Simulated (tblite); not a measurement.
C₂H₈NO₂Si₃ (doublet state).
Structure used (GFN2-xTB), in Å, numbered top down from 1:
```xyz
16
C2H8NO2Si3 angstrom
C     -0.2859   -1.8162   -1.5656
Si     0.0905   -0.1861   -0.7002
C      0.4294    1.2034   -1.9093
N      0.6829    2.0458   -2.6428
O      1.4044   -0.3317    0.2287
Si     2.3901    0.2498    1.3922
O     -1.1632    0.3154    0.1901
Si    -1.8497    0.7136    1.6067
H      0.5940   -2.2101   -2.0634
H     -0.6317   -2.5633   -0.8571
H     -1.0610   -1.6832   -2.3138
H      3.6822    0.4019    0.7414
H      1.8039    1.4338    2.0055
H     -0.9965    0.2403    2.6981
H     -1.9597    2.1702    1.6004
H     -3.1374    0.0255    1.5777
```

Level: GFN2-xTB in tblite, geometry and Hessian alike; calculated harmonic values, unscaled, isolated species. Errors from tens to a few hundred cm⁻¹ against measured bands are possible. Modes of hydrogen on silicon can be 10 to 20 % off. One conformer, not necessarily the lowest. Open shells enter through the occupations alone, without spin polarisation, and single modes of such species can be off by tens of per cent. The optimisation stopped once no atom felt more than 0.01 eV/Å.

Lowest wavenumbers of the output (negative numbers stand for imaginary wavenumbers):
```
mode    cm-1
  1     -38.2
  2      21.6
  3      44.4
  4      51.9
  5      75.2
  6      82.6
  7      98.3
  8     110.1
  9     127.1
 10     165.9
 11     227.6
 12     269.1
 13     338.3
 14     359.8
 15     488.6
```

Is this structure a minimum?

Not by this Hessian. 1 mode is imaginary beyond 20i (38i cm⁻¹), so at this level the point lies at or near a first-order saddle. The curvature is small, so loose convergence or finite differences may be the whole cause.

Which atoms move in the imaginary mode?

38i: H15 (hydrogen on silicon) 28 %, H16 (hydrogen on silicon) 25 %, H14 (hydrogen on silicon) 13 %. These are shares of the mass-weighted motion.

What is the remedy?

Step along that mode in both directions, optimise again with tighter thresholds and repeat the frequencies. The zero-point energy of this point (58.7 kcal/mol) counts the 41 real modes alone, and thermal corrections from it aren't those of a minimum.

On one thread, Arm Neoverse V1 (aarch64) (shared host), this took 0.76 s wall. The figure is for the frequency step alone.
